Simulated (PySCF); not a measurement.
Worked example: refractive index and permittivity of the vapour

Mo(NH)(F)3(Cl) (ClF₃HMoN), SMILES [NH]=[Mo]([F])([F])([F])[Cl], multiplicity 1.

The structure is a stationary point at B3LYP-D3(BJ)/def2-SVP. The multiplicity is an assumed one; no other spin state was optimised. The structure was generated by enumeration; whether it is a known compound was not checked. The def2 effective core potentials stand for the cores of Mo; spin–orbit coupling is left out.

PBE/def2-TZVP (PySCF) gives a mean static polarisability of 63.6 bohr³ and a dipole moment of 2.88 D. Take an ideal gas at 298.15 K and 1 bar, whether or not the substance is that volatile.

Work out n − 1 in the optical limit and the static ε − 1.


Polarisability volume α' = 63.6 × 0.148185 = 9.42 Å³. Number density N = p/kT = 2.43e-5 Å⁻³.
Dilute limit of Lorentz–Lorenz: n − 1 = 2π N α' = 0.0014.
Orientation term of Debye: μ²/(3kT) = 8.098 Å³ × μ²(D²) = 67.17 Å³.
ε − 1 = 4π N (α' + μ²/3kT) = 0.023. Orientation of the dipole supplies 88 % of the static response; it can't follow optical fields. Vibrational polarisation and dispersion are left out.
